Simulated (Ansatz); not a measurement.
Geometry optimisation, Ansatz, RKS B3LYP/def2-SVP.

Input:

```yaml
crystal:
  periodic: [false, false, false]
  atoms:
    - { symbol: Hf, position_ang: [-0.665379, -0.447741, 0.072848] }
    - { symbol: C, position_ang: [1.327801, 0.978696, -0.051892] }
    - { symbol: O, position_ang: [-0.0114, -1.169462, -1.626578] }
    - { symbol: H, position_ang: [0.809614, -0.650328, -1.720685] }
    - { symbol: O, position_ang: [-2.269712, 0.634558, -0.053478] }
    - { symbol: O, position_ang: [-0.531642, -1.654522, 1.584926] }
    - { symbol: H, position_ang: [1.230145, 1.664905, -0.911761] }
    - { symbol: H, position_ang: [1.494682, 1.592604, 0.848803] }
    - { symbol: H, position_ang: [2.223517, 0.34805, -0.193463] }
    - { symbol: H, position_ang: [-3.116933, 1.062319, -0.180884] }
    - { symbol: H, position_ang: [-0.490593, -2.358881, 2.232264] }
basis:
  gaussian: { orbitals: def2-SVP }
hamiltonian:
  xc: b3lyp
relax:
  f_tol: 0.03
  max_steps: 50
```

Run as:

```bash
$ ansatz run input.yaml --threads 2 --pin off --max-ram 3072MiB --backend cpu --events-out ev --progress --plain --runs-dir out
```

Question: Where does it end, and by what steps?

Answer: It converged. The force dipped under the threshold on the way, but the program's further checks kept it going. After 11 steps the energy has fallen by 0.679 eV; H4 moved furthest, 1.53 Å. Parted: Hf1–H4.

```tsv
step	energy less start (eV)	largest force component (eV/Å)	accepted
0	0.0000	1.404	yes
1	-0.2113	1.615	yes
2	-0.3851	0.635	yes
3	-0.4606	0.572	yes
4	-0.5213	0.527	yes
5	-0.5755	0.230	yes
6	-0.6207	0.258	yes
7	-0.6578	0.236	yes
8	-0.6770	0.024	yes
9	-0.6762	0.395	no
10	-0.6781	0.045	yes
11	-0.6787	0.006	yes
```

```xyz
11
Properties=species:S:1:pos:R:3
Hf -0.415 -0.371 -0.076
C 1.238 1.112 0.231
O 0.009 -1.229 -1.762
H 0.123 -1.722 -2.574
O -2.031 0.699 -0.124
O -0.302 -1.554 1.456
H 1.276 1.851 -0.591
H 1.111 1.675 1.174
H 2.224 0.615 0.273
H -2.889 1.120 -0.171
H -0.344 -2.195 2.165
```

Whether the end is a true minimum wasn't checked by a vibrational analysis.

The run took 19 s on 2 threads of AMD EPYC 9B45 (Zen 5), with other jobs on the host, peak memory 0.29 GiB.
